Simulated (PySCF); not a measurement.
Species: CH13NOSi4.
Atom-mapped SMILES: `[CH3:1][NH:2][Si@H:3]([SiH3:4])[SiH2:5][O:6][SiH3:7]` (hydrogens: H8, H9, H10 on C1; H11 on N2; H12 on Si3; H13, H14, H15 on Si4; H16, H17 on Si5; H18, H19, H20 on Si7)

Geometry (PBE0-D3(BJ)/def2-SVP, Å), atoms numbered from 1 in this order:
```xyz
20
CH13NOSi4 angstrom
C     -0.600   -1.663   -1.213
N     -1.236   -1.686    0.082
Si    -1.162   -0.351    1.201
Si    -2.172    1.536    0.226
Si     1.044    0.292    1.722
O      1.649    0.981    0.325
Si     2.563    0.771   -1.036
H     -0.650   -0.648   -1.639
H      0.470   -1.954   -1.203
H     -1.116   -2.329   -1.926
H     -1.323   -2.614    0.481
H     -1.908   -0.765    2.431
H     -3.635    1.319    0.000
H     -1.990    2.725    1.118
H     -1.533    1.845   -1.091
H      1.906   -0.874    2.111
H      1.120    1.310    2.816
H      1.682    0.786   -2.241
H      3.284   -0.539   -0.981
H      3.558    1.877   -1.144
```

The closed-shell ground state was solved at several levels (PySCF, density fitting, gas phase, non-relativistic).

```json
{"level": "mPW1PW91/pcSseg-1", "basis functions": "212", "HOMO (eV)": "-6.39", "LUMO (eV)": "-0.49", "gap (eV)": "5.90", "dipole (D)": "1.82"}
{"level": "PBE0/pcSseg-1", "basis functions": "212", "HOMO (eV)": "-6.36", "LUMO (eV)": "-0.51", "gap (eV)": "5.85", "dipole (D)": "1.83"}
```

What might CAM-B3LYP/def2-SVPD (263 basis functions) give for the same quantities?

HOMO -7.66 eV, LUMO 0.41 eV, gap 8.07 eV, dipole 1.63 D.

Over all these levels, which gives the widest orbital gap and which the narrowest?

CAM-B3LYP/def2-SVPD (range-separated hybrid) has the widest, 8.07 eV, and PBE0/pcSseg-1 (global hybrid, 25 % exact exchange) the narrowest, 5.85 eV. Functional and basis both differ between the two, so the spread mixes both effects.

How far do the dipole and the HOMO energy spread over the levels?

The dipole runs from 1.63 to 1.83 D (mean 1.76 D) and the HOMO from -7.66 to -6.36 eV.

One conformer stands for the species.
